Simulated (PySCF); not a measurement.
**Dipole response of Pt⁺ (platinum, charge +1)**

[Xe] 4f14 5d9, 2D determinant. All numbers are calculated (PySCF 2.14, scalar relativity by spin-free X2C-1e, in x2c-TZVPPall with one added diffuse shell each of s, p, d, f type (12s8p8d4f1g, 113 functions)). Coupled (time-dependent) response in atomic units; α is the mean over directions.

| method | mean α (bohr³) | α xx, yy, zz | C₆ (like pair) | S(−4) |
| --- | --- | --- | --- | --- |
| r2SCANh | 17.14 | 16.98, 16.98, 17.47 | 132.0 | 92.08 |

S(−4) is the Cauchy moment in α(ω) = α(0) + S(−4) ω² + …

Spin-orbit coupling is absent.

α(iu) at r2SCANh:

| u (hartree) | α(iu) (bohr³) |
| --- | --- |
| 0 | 17.14 |
| 0.0500 | 16.92 |
| 0.100 | 16.30 |
| 0.200 | 14.40 |
| 0.300 | 12.39 |
| 0.500 | 9.284 |
| 0.750 | 6.841 |
| 1.00 | 5.289 |
| 1.50 | 3.470 |
| 2.00 | 2.460 |
| 3.00 | 1.418 |
| 5.00 | 0.6425 |

A single London oscillator, α(iu) = α/(1 + u²/ω²), gives C₆ = (3/4) ω α². Matching the computed C₆ needs ω = 4 × 132.0 / (3 × 17.14²) = 0.599 hartree.

For an ion, C₆ is the dispersion term alone; charge-induced terms of lower order in 1/R come first.

The components differ because the open shell of this determinant is not spherical; for a pure term their mean is the scalar polarisability.

⟨L²⟩ = 7.31 against 6 for a pure D term, so this real determinant mixes terms. Spin-orbit coupling, absent here, splits the open shell strongly. ⟨S²⟩ = 1.13 against 0.75 shows spin contamination.
